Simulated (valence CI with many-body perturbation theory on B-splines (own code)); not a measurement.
# Missing levels of Ru³⁷⁺

Level of theory: configuration interaction combined with many-body perturbation theory (CI+MBPT): five valence electrons over a frozen Dirac-Fock core [He], a basis of 11 s, 11 p, 10 d, 8 f, 5 g, 2 h functions for each j, with the one-electron correlation potential Σ1, the two-electron term Σ2, the three-electron term Σ3, Breit, model QED; selected CI, second order for the rest, scaled by the run's own slope (own B-spline code, finite nucleus).

The last digits are not significant, and no measured levels were compared; by estimate large intervals hold to a few tenths of a per cent, small ones and those within an open d or f shell to about a per cent. Among the levels kept, up to 11000 cm⁻¹ of a level comes from second order outside the variational space, and about a tenth of that is noise between levels of different J, which matters for small intervals.

| Level | E (eV) |
| --- | --- |
| (2s^2 2p1/2^2 2p3/2) J=3/2 | 0.00 |
| (2s^2 2p1/2 2p3/2^2) J=3/2 | ? |
| (2s^2 2p1/2 2p3/2^2) J=5/2 | ? |
| (2s^2 2p1/2 2p3/2^2) J=1/2 | 162.44 |
| (2s^2 2p3/2^3) J=3/2 | 286.27 |
| (2s 2p1/2^2 2p3/2^2) J=5/2 | ? |
| (2s 2p1/2^2 2p3/2^2) J=1/2 | ? |
| (2s 2p1/2^2 2p3/2^2) J=3/2 | 339.22 |
| (2s 2p1/2 2p3/2^3) J=3/2 [a] | 430.66 |
| (2s 2p1/2 2p3/2^3) J=5/2 | ? |
| (2s 2p1/2 2p3/2^3) J=1/2 | 481.12 |
| (2s 2p1/2 2p3/2^3) J=3/2 [b] | 493.08 |
| (2s 2p3/2^4) J=1/2 | 622.45 |
| (2p1/2^2 2p3/2^3) J=3/2 | 675.94 |
| (2p1/2 2p3/2^4) J=1/2 | 814.73 |
| (2s^2 2p1/2^2 3s) J=1/2 | 2938.79 |
| (2s^2 2p1/2^2 3p1/2) J=1/2 | 2988.74 |
| (2s^2 2p1/2^2 3p3/2) J=3/2 | 3035.20 |
| (2s^2 2p1/2 2p3/2 3s) J=3/2 [a] | ? |
| (2s^2 2p1/2 2p3/2 3s) J=1/2 | 3070.60 |

Levels are named by their leading jj configuration (3d3/2^4 stands for four electrons in 3d with j = 3/2), which in mixed levels can hold well under half, so a name can repeat and another be missing. Letters in brackets count levels of one name in rising energy.

The levels stand in rising order. What does the calculation give for the missing energies?

(2s^2 2p1/2 2p3/2^2) J=3/2 123.19; (2s^2 2p1/2 2p3/2^2) J=5/2 139.84; (2s 2p1/2^2 2p3/2^2) J=5/2 287.93; (2s 2p1/2^2 2p3/2^2) J=1/2 338.14; (2s 2p1/2 2p3/2^3) J=5/2 455.70; (2s^2 2p1/2 2p3/2 3s) J=3/2 [a] 3064.81.
